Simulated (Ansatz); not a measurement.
Zn3S3. The state is a singlet with charge 0. Geometry PBE0-D4/def2-SVP, basis def2-TZVP, Ansatz.

Cartesian coordinates in Å:
```
Zn 0.494 1.410 -0.205
Zn -0.826 -1.784 -0.910
Zn -0.199 0.554 -2.359
S -1.286 0.812 1.098
S 1.756 -0.328 0.575
S 0.061 -0.665 1.802
```

```json
{"run": "A", "HOMO (eV)": "-5.72", "LUMO (eV)": "-3.13"}
{"run": "B", "HOMO (eV)": "-4.85", "LUMO (eV)": "-3.79"}
{"run": "C", "HOMO (eV)": "-5.01", "LUMO (eV)": "-3.74"}
{"run": "D", "HOMO (eV)": "-5.03", "LUMO (eV)": "-4.04"}
```

Another isomer (singlet) lies 4.55 eV lower at PBE0-D4/def2-TZVP; other spin states weren't run for this one.

**Question.** The runs used LDA (SPW92), PBE, PBE0, r2SCAN. Estimate which is which.

**Answer.** A PBE0 (25 % exact exchange); B PBE (0 % exact exchange); C r2SCAN (0 % exact exchange); D LDA (SPW92) (0 % exact exchange). Exact exchange lowers occupied and raises empty levels; among semilocal functionals meta-GGAs tend to open the gap a little, and such runs are hard to tell apart. The gap grows from 0.98 eV (LDA (SPW92)) to 2.60 eV (PBE0). The restricted singlet is unstable towards broken spin symmetry in Hartree–Fock (as tested in another run); at PBE0-D4/def2-TZVP, PBE-D4/def2-TZVP, r2SCAN-D4/def2-TZVP, LDA (SPW92)/def2-TZVP this wasn't settled.
